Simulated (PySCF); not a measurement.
**Basis-set dependence of population analyses: `C[CH2][AlH][O]C`**

Compound: C3H9AlO.
Numbering: `[CH3:1][CH2:2][AlH:3][O:4][CH3:5]` (hydrogens: H6, H7, H8 on C1; H9, H10 on C2; H11 on Al3; H12, H13, H14 on C5)

PBE0 throughout (PySCF), one geometry, spherical d and f functions. The structure is a single PBE0-D3(BJ)/def2-SVP conformer in the gas phase; no vibrational or solvent corrections. Atoms taken as equivalent share a column and are averaged. The first 7 of 9 kinds of atom are listed.

Mulliken charges (e):

```
        basis  functions      C1      C2     Al3      O4      C5  H6/H7/H8  H9/H10
       STO-3G         38  -0.235  -0.350  +0.862  -0.408  -0.128    +0.067  +0.051
        6-31G         67  -0.471  -0.727  +1.023  -0.809  -0.174    +0.166  +0.195
     pcSseg-0         67  -0.628  -1.090  +1.330  -0.868  -0.264    +0.226  +0.259
       6-31G*         92  -0.517  -0.594  +0.699  -0.604  -0.238    +0.175  +0.187
      cc-pVDZ        119  -0.087  -0.284  +0.547  -0.513  +0.098    +0.045  +0.063
     def2-SVP        119  -0.075  -0.436  +0.764  -0.557  +0.146    +0.043  +0.070
6-311+G(2d,p)        197  -0.499  -0.703  +1.162  -0.757  -0.243    +0.144  +0.164
  aug-cc-pVDZ        200  +0.475  +0.061  +0.507  -0.773  +0.857    -0.148  -0.105
    def2-TZVP        215  -0.363  -0.415  +0.468  -0.341  -0.205    +0.122  +0.129
     IGLO-III        274  -0.351  -0.522  +0.932  -0.514  -0.247    +0.116  +0.137
      cc-pVTZ        280  -0.290  -0.278  +0.369  -0.296  -0.109    +0.098  +0.097
     pcSseg-2        313  -0.037  -0.436  +0.931  -0.662  +0.178    +0.032  +0.058
```

IAO charges (e):

| basis | functions | C1 | C2 | Al3 | O4 | C5 | H6/H7/H8 | H9/H10 |
| --- | --- | --- | --- | --- | --- | --- | --- | --- |
| STO-3G | 38 | -0.386 | -0.605 | +1.139 | -0.558 | -0.253 | +0.124 | +0.119 |
| 6-31G | 67 | -0.412 | -0.621 | +0.928 | -0.607 | -0.215 | +0.139 | +0.154 |
| pcSseg-0 | 67 | -0.405 | -0.639 | +0.952 | -0.604 | -0.199 | +0.136 | +0.153 |
| 6-31G* | 92 | -0.393 | -0.622 | +0.991 | -0.638 | -0.177 | +0.132 | +0.145 |
| cc-pVDZ | 119 | -0.393 | -0.619 | +0.984 | -0.635 | -0.174 | +0.132 | +0.146 |
| def2-SVP | 119 | -0.382 | -0.619 | +1.000 | -0.633 | -0.167 | +0.128 | +0.142 |
| 6-311+G(2d,p) | 197 | -0.408 | -0.639 | +1.024 | -0.660 | -0.187 | +0.137 | +0.150 |
| aug-cc-pVDZ | 200 | -0.405 | -0.629 | +1.003 | -0.652 | -0.184 | +0.136 | +0.149 |
| def2-TZVP | 215 | -0.407 | -0.641 | +1.030 | -0.661 | -0.183 | +0.136 | +0.150 |
| IGLO-III | 274 | -0.408 | -0.641 | +1.032 | -0.662 | -0.186 | +0.137 | +0.150 |
| cc-pVTZ | 280 | -0.408 | -0.638 | +1.022 | -0.656 | -0.185 | +0.137 | +0.150 |
| pcSseg-2 | 313 | -0.407 | -0.641 | +1.031 | -0.662 | -0.184 | +0.136 | +0.150 |

Q: Which scheme is steadiest as the basis changes?

A: Largest range over the bases for any column: IAO 0.21 e, Mulliken 1.15 e. IAO charges move least and Mulliken charges most, counted in e. Without the minimal STO-3G basis the ranges are IAO 0.10, Mulliken 1.15 e.

Q: How much do the charges still move between the two largest bases, cc-pVTZ and pcSseg-2?

A: At most, over all atoms: Mulliken 0.562 e, IAO 0.010 e.

Q: What do the same runs give for the total energy, the frontier levels and the dipole moment?

A: 
```
        basis  energy (Eh)  HOMO (eV)  LUMO (eV)  μ (D)
       STO-3G    -431.7226      -3.69       5.15   0.46
        6-31G    -436.9838      -7.31      -0.49   0.43
     pcSseg-0    -436.3676      -7.47      -0.37   0.66
       6-31G*    -437.0496      -7.32      -0.37   0.12
      cc-pVDZ    -437.0741      -7.39      -0.49   0.09
     def2-SVP    -436.8552      -7.42      -0.40   0.16
6-311+G(2d,p)    -437.1400      -7.51      -0.67   0.11
  aug-cc-pVDZ    -437.0910      -7.49      -0.72   0.15
    def2-TZVP    -437.1593      -7.48      -0.55   0.05
     IGLO-III    -437.1653      -7.50      -0.50   0.08
      cc-pVTZ    -437.1549      -7.47      -0.56   0.06
     pcSseg-2    -437.1665      -7.50      -0.63   0.10
```

The dipole is fixed by the density alone, so its range of 0.61 D shows that the density itself changes with the basis, not only its division among atoms.
